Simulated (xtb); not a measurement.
ClH7OSi3, SMILES [SiH2]([SiH2]O[SiH3])Cl. All values are semi-empirical tight-binding results from xtb (GFN2-xTB unless named), good for trends rather than for accurate numbers. Geometry optimised at GFN2-xTB. The structure was generated by enumeration, and PubChem lists no compound with its InChIKey, so it may never have been made. One conformer was computed; it need not be the lowest.

Optimised geometry:

Bond lengths (Å): Si1–O2 1.618, Si1–H6 1.461, Si1–H7 1.459, Si1–H8 1.463, O2–Si3 1.621, Si3–Si4 2.304, Si3–H9 1.468, Si3–H10 1.469, Si4–Cl5 2.032, Si4–H11 1.469, Si4–H12 1.470. Angles (°): O2–Si1–H6 107.4, O2–Si1–H7 105.3, O2–Si1–H8 106.5, H6–Si1–H7 112.6, H6–Si1–H8 111.8, H7–Si1–H8 112.7, Si1–O2–Si3 167.3, O2–Si3–Si4 106.1, O2–Si3–H9 104.0, O2–Si3–H10 106.4, Si4–Si3–H9 116.0, Si4–Si3–H10 115.1, H9–Si3–H10 108.2, Si3–Si4–Cl5 109.1, Si3–Si4–H11 115.9, Si3–Si4–H12 115.9, Cl5–Si4–H11 105.0, Cl5–Si4–H12 105.0, H11–Si4–H12 104.9.

A frequency run showed that this geometry is not a minimum.

| Property | Result |
|---|---|
| orbital gap | 4.22 eV |
| dipole moment | 2.29 D |
| static polarisability (D4 model) | 104.7 bohr³ |
| solvation energy, GFN2-xTB/ALPB(water) | 0.2 kcal/mol |
| solvation energy, GFN2-xTB/ALPB(thf) | -4.8 kcal/mol |

Computed atomic charges and the Wiberg bond orders between heavy atoms:
charges (e) Si1 0.51, O2 -0.48, Si3 0.46, Si4 0.42, Cl5 -0.31, H6 -0.09, H7 -0.09, H8 -0.10, H9 -0.09, H10 -0.09, H11 -0.08, H12 -0.08. Bond orders Si1–O2 1.09, O2–Si3 1.10, Si3–Si4 0.81, Si4–Cl5 1.07.
